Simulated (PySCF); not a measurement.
As: excitation energy

As [Ar] 3d10 4s2 4p3 (4S) → As [Ar] 3d10 4s2 4p2 5s1 (4P), as a difference of total energies. All numbers are calculated (PySCF 2.14, scalar relativity by spin-free X2C-1e, in x2c-TZVPPall with one added diffuse shell each of s, p, d type (7s6p5d1f, 57 functions)). Correlated levels: valence and next inner shell: [Ne] frozen. The calculations carry no spin-orbit coupling.

```csv
method,excitation energy (cm⁻¹)
UHF,53422
MP2 (valence and next inner shell),55239
SCS-MP2 (valence and next inner shell),54657
CCSD (valence and next inner shell),54656
CCSD(T) (valence and next inner shell),54679
```

Errors of the correlated levels include the incompleteness of this basis and the frozen core.

The promoted electron is Rydberg-like, and one or two diffuse shells describe it only roughly, which tends to raise the upper state.

For comparison: 52101 cm⁻¹ (measured; NIST levels, between the centres of gravity of the two terms).
